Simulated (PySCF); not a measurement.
F3Si, SMILES F[Si](F)F, multiplicity 2. Coordinates come from a r2SCAN-D4/def2-TZVP optimisation. The isomer is the one that the SMILES or the coordinates give; other isomers of the formula were not compared.

Problem. Give the equilibrium geometry at r2SCAN-D4/def2-TZVP (PySCF confirms it by a frequency run) as Cartesian coordinates in Å, and its point group. (An estimate is asked for; the answer gives what the named calculation found.)

Solution. point group C3v.
```xyz
4

F      1.2796     0.7388    -0.1944
Si     0.0000     0.0000     0.3750
F     -1.2796     0.7388    -0.1944
F      0.0000    -1.4776    -0.1944
```
Charge 0, spin multiplicity 2.
